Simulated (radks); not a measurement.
Trend from K4+ to Kr4+: ionisation energy by Delta-SCF between NIST ground configurations, and size. All-electron calculation, scalar-relativistic Kohn-Sham, PBE, spin-polarised, spherical densities, finite nucleus; open shells are filled with parallel spins first; Fermi nuclear charge, rms radius of each element as measured or else 0.836 A^(1/3) + 0.57 fm. Program: a radial shooting solver on a logarithmic mesh with Libxc functionals.

species      configuration  IE (eV)  NIST (eV)       kind  outermost  <r> outermost (bohr)  r at 0.001 e/bohr^3 (bohr)
K4+           [Ne] 3s2 3p3   81.980       82.7  semi-emp.         3p                  1.23                        2.71
Ca4+          [Ne] 3s2 3p4   84.073       84.3  semi-emp.         3p                  1.17                        2.65
Sc4+          [Ne] 3s2 3p5   91.835      91.95  semi-emp.         3p                  1.09                        2.59
Ti4+                  [Ar]   99.339      99.30       exp.         3p                  1.03                        2.52
V4+               [Ar] 3d1   65.531     65.282       exp.         3d                  1.08                        2.54
Cr4+              [Ar] 3d2   69.261      69.46  semi-emp.         3d                  1.02                        2.53
Mn4+              [Ar] 3d3   72.837       72.4  semi-emp.         3d                 0.961                        2.52
Fe4+              [Ar] 3d4   76.284       75.0  semi-emp.         3d                 0.913                        2.49
Co4+              [Ar] 3d5   79.621       79.5  semi-emp.         3d                 0.869                        2.47
Ni4+              [Ar] 3d6   76.482       76.1  semi-emp.         3d                 0.853                        2.45
Cu4+              [Ar] 3d7   80.220         80  semi-emp.         3d                 0.814                        2.43
Zn4+              [Ar] 3d8   83.807         83  semi-emp.         3d                 0.778                        2.41
Ga4+              [Ar] 3d9   87.270       86.0  semi-emp.         3d                 0.746                        2.38
Ge4+             [Ar] 3d10   90.626      90.50       exp.         3d                 0.717                        2.36
As4+         [Ar] 3d10 4s1   63.916       62.8       exp.         4s                  1.67                        2.83
Se4+         [Ar] 3d10 4s2   68.126       68.3  semi-emp.         4s                  1.59                        2.93
Br4+     [Ar] 3d10 4s2 4p1   59.112      59.60       exp.         4p                  1.69                        3.04
Kr4+     [Ar] 3d10 4s2 4p2   64.236       64.7  semi-emp.         4p                  1.59                        3.05

Reference values: NIST Atomic Spectra Database (exp. = measured, semi-emp. = semi-empirical, theory = theoretical value adopted there). Open shells are spherical and high-spin; term and fine-structure splittings are not resolved.
